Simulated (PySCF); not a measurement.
Species: C3H5FSeSi.
Atom-mapped SMILES: `[F:1][C@H:2]1[SiH2:3][CH:4]=[CH:5][Se:6]1` (hydrogens: H7 on C2; H8, H9 on Si3; H10 on C4; H11 on C5)

A GFN2-xTB structure with every atom displaced at random (by about 0.01 Å) was refined with PBE0-D3(BJ)/def2-SVP geometry optimisation, gas phase (PySCF). Values at the start:

```
   coordinate    start
        F1–C2  1.380 Å
       C2–Si3  1.948 Å
       C2–Se6  1.970 Å
        C2–H7  1.108 Å
       Si3–C4  1.824 Å
       Si3–H8  1.491 Å
       Si3–H9  1.436 Å
        C4=C5  1.346 Å
       C4–H10  1.106 Å
       C5–Se6  1.878 Å
       C5–H11  1.093 Å
    F1–C2–Si3   111.4°
    F1–C2–Se6   108.0°
    C2–Si3–C4    97.0°
    C2–Se6–C5    94.2°
   Si3–C2–Se6   108.4°
    Si3–C4–C5   119.0°
    C4–C5–Se6   120.3°
 F1–C2–Si3–C4     109°
 F1–C2–Se6–C5    -111°
 C2–Si3–C4–C5       5°
Si3–C4–C5–Se6       2°
```

Problem. How do these coordinates change at the PBE0-D3(BJ)/def2-SVP level?

Solution. 
```tsv
coordinate	PBE0-D3(BJ)/def2-SVP (Å or °)	change
Si3–H9	1.491	+0.055
Si3–C4	1.858	+0.034
C2–Si3	1.921	-0.027
C5–Se6	1.901	+0.023
C4–H10	1.094	-0.012
C2–Se6	1.958	-0.012
C2–H7	1.102	-0.006
Si3–H8	1.496	+0.005
F1–C2	1.375	-0.005
C4=C5	1.342	-0.004
C5–H11	1.096	+0.003
Si3–C4–C5	113.8	-5.2
C2–Si3–C4	99.7	+2.7
F1–C2–Se6	110.7	+2.7
Si3–C2–Se6	106.2	-2.2
C4–C5–Se6	122.0	+1.7
F1–C2–Si3	110.4	-1.0
C2–Se6–C5	94.3	+0.1
F1–C2–Se6–C5	-102	+9
F1–C2–Si3–C4	101	-8
C2–Si3–C4–C5	14	+9
Si3–C4–C5–Se6	-2	-4
```

The energy falls by 3.1 kcal/mol over 6 energy and gradient evaluations, the largest force component goes from 0.0318 to 2.7e-04 Eh/bohr, and the atoms move by 0.101 Å rms after alignment. The bond that changes most is Si3–H9 (SiH2 silicon to Si–H hydrogen), which lengthens by 0.055 Å. Bonds longer at the end by more than 0.005 Å: 4 of 11; shorter: 4. Among the dihedrals that turn most is H9–Si3–C4–C5, from 119° to 131°. Rotational constants go from 2693, 1783, 1177 to 2656, 1793, 1209 MHz.

The run used 131 basis functions and 42 SCF cycles in all. On Intel Xeon Platinum 8488C, one thread, shared host, this took 40 s of wall time and 0.53 GiB of memory at its peak.

PBE0-D3(BJ)/def2-SVP frequencies: not computed here. One conformer, not necessarily the lowest.
